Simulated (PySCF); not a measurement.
Two species compared at the same levels of theory.

First species: C7H9FOSi.
Cartesian coordinates in Å at the GFN2-xTB level; atoms count from 1:
```xyz
19
C7H9FOSi angstrom
C      3.871    0.187    0.310
C      2.693   -0.026    0.214
C      1.299   -0.236    0.074
C      0.835   -1.429    0.488
O     -0.393   -1.967    0.446
C     -1.453   -1.277   -0.186
C     -1.895   -0.017    0.566
C     -1.439    1.252   -0.139
F     -2.241    1.431   -1.267
Si     0.402    1.222   -0.714
H      4.902    0.357    0.402
H      1.515   -2.144    0.940
H     -1.170   -1.020   -1.215
H     -2.261   -2.013   -0.222
H     -2.983   -0.005    0.658
H     -1.472   -0.036    1.571
H     -1.656    2.121    0.492
H      1.035    2.459   -0.245
H      0.403    1.151   -2.179
```

Second species: C7H9FOSi.
Structure used (GFN2-xTB), in Å, numbered top down from 1:
```xyz
19
C7H9FOSi angstrom
C      3.5673    0.4209    0.6078
O      2.1832    0.2274    0.5153
Si     1.3509   -0.6112   -0.5809
F      1.7495   -0.0773   -2.0584
C     -0.4517   -0.2386   -0.2337
C     -0.8801    0.3933    0.9306
C     -2.2217    0.6500    1.1486
C     -3.1628    0.2740    0.2051
C     -2.7547   -0.3619   -0.9556
C     -1.4124   -0.6165   -1.1678
H      4.0701   -0.5212    0.8356
H      3.9665    0.8150   -0.3283
H      3.7526    1.1338    1.4113
H      1.7113   -2.0209   -0.6616
H     -0.1479    0.6890    1.6667
H     -2.5361    1.1450    2.0563
H     -4.2108    0.4768    0.3725
H     -3.4847   -0.6585   -1.6949
H     -1.0982   -1.1099   -2.0760
```

Levels: PBE0/pcSseg-1 for HOMO energy, LUMO energy and HOMO–LUMO gap. Geometries: GFN2-xTB. Each structure is a single optimised conformer of the isolated species, non-relativistic unless stated; the electronic structure was computed with PySCF and density fitting.

The conformers computed, where there is a choice (atom-mapped SMILES and torsion angles):
- `[CH3:1][O:2][Si@H:3]([F:4])[c:5]1[cH:6][cH:7][cH:8][cH:9][cH:10]1`: C1–O2–Si3–F4 -54°, O2–Si3–C5–C6 -13°

The conformers of `C#CC1=COCC[C@H](F)[SiH2]1` aren't listed.

Values for the first species:

```
HOMO energy   : -6.55 eV
LUMO energy   : -0.74 eV
HOMO–LUMO gap : 5.81 eV
```

Question: Estimate the same properties for the second species, and the change in each.

Answer: 
| property | first | second | second less first |
| --- | --- | --- | --- |
| HOMO energy | -6.55 eV | -7.47 eV | -0.92 eV |
| LUMO energy | -0.74 eV | -0.73 eV | +0.01 eV |
| HOMO–LUMO gap | 5.81 eV | 6.74 eV | +0.93 eV |

